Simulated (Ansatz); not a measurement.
Consider the redistribution: `[SiH3][B](Cl)[GaH2]` + `[SiH3][Zn][Cl]` → `[SiH3]B(Cl)Cl` + `[SiH3][Zn][GaH2]`.

Isolated molecules relaxed with PBE0-D4/def2-TZVP in Ansatz; ΔE leaves out vibrations. CBS: MP2 limit from def2 TZ/QZ plus the TZ coupled-cluster correction, frozen cores. DFT in def2-TZVPP. HSE06 is defined as in plane-wave codes. For Ga, Zn outer-core shells are correlated without core-valence functions, which leaves a few kJ/mol of doubt a bond. Scalar relativity is left out up to krypton.

`[SiH3][B](Cl)[GaH2]`:

Z-matrix (Å, degrees):
```
Si
B 1 2.019
H 1 1.492 2 108.5
H 1 1.492 2 108.6 3 116.0
H 1 1.488 2 114.2 3 -121.9
Cl 2 1.755 1 118.5 3 121.2
Ga 2 2.089 1 124.8 3 -58.7
H 7 1.574 2 121.4 1 90.1
H 7 1.574 2 121.4 1 -90.3
```

`[SiH3][Zn][Cl]`:

Cartesian coordinates in Å:
```
Si 0.234 -0.831 0.133
Zn -0.394 1.405 -0.224
Cl -0.960 3.419 -0.545
H -0.009 -1.225 1.547
H -0.549 -1.741 -0.747
H 1.679 -1.026 -0.164
```

`[SiH3]B(Cl)Cl`:

```xyz
7

Si    0.161   -0.888    0.061
B    -0.236    1.088   -0.068
Cl    1.070    2.208   -0.363
Cl   -1.850    1.722    0.106
H     0.784   -1.336   -1.215
H     1.136   -1.111    1.162
H    -1.066   -1.683    0.318
```

`[SiH3][Zn][GaH2]`:

```xyz
8

Si   -1.164   -1.451   -1.044
Zn    0.151    0.186    0.135
Ga    1.497    1.865    1.342
H    -1.006   -1.344   -2.525
H    -2.623   -1.313   -0.760
H    -0.788   -2.848   -0.675
H     1.346    2.136    2.895
H     2.588    2.768    0.633
```

Is it downhill or uphill in electronic energy at CCSD(T)/CBS, and by how much? (An estimate is asked.)

The calculation gave: Uphill: ΔE = +16.1 kJ/mol.

What do these levels give: PBE-D4, HSE06-D4, HF/def2-TZVPP, MP2/def2-TZVPP, HF/def2-QZVPP, MP2/def2-QZVPP? (Best estimate.)

The calculation gave: PBE-D4 0.8, HSE06-D4 5.4, HF/def2-TZVPP 19.3, MP2/def2-TZVPP 8.3, HF/def2-QZVPP 23.2, MP2/def2-QZVPP 13.7 kJ/mol.

Largest T1 diagnostic among the species: 0.015.

Leaving LDA and LC-ωPBE aside and taking each functional with its dispersion term where it has one, the values, not all of them listed here, spread over 11.7 kJ/mol, from revPBE-D4 to BHLYP-D4. From PBE to PBE0 (25 % exact exchange), in def2-TZVPP and without D4, ΔE moves by +4.6 kJ/mol. At CCSD(T), def2-SVP lies −36.8 kJ/mol from the extrapolated value and def2-TZVPP −6.9 kJ/mol.
